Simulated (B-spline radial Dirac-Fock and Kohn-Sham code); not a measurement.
## Relativistic shifts of the levels of In⁴³⁺

System: indium as In⁴³⁺ in the configuration [He] 2s2 2p2.

Both columns are ΔSCF binding energies of the configuration average from a radial atomic solver: non-relativistic Hartree-Fock with a point nucleus, and Dirac-Fock with a finite nucleus and the Coulomb interaction alone, averaged over the two j levels with weights 2j+1.

| shell | Hartree-Fock (eV) | Dirac-Fock (eV) | shift (eV) | shift (%) |
| --- | --- | --- | --- | --- |
| 1s | 30725.8 | 31747.2 | +1021.36 | +3.32 |
| 2s | 7073.7 | 7367.4 | +293.73 | +4.15 |
| 2p | 6954.0 | 7070.7 | +116.71 | +1.68 |

Relativity binds 1s, 2s, 2p more strongly, among those listed most of all 2s in relative terms.

Values without a named source are computed, but for edge energies of neutral atoms, which are taken from tables.
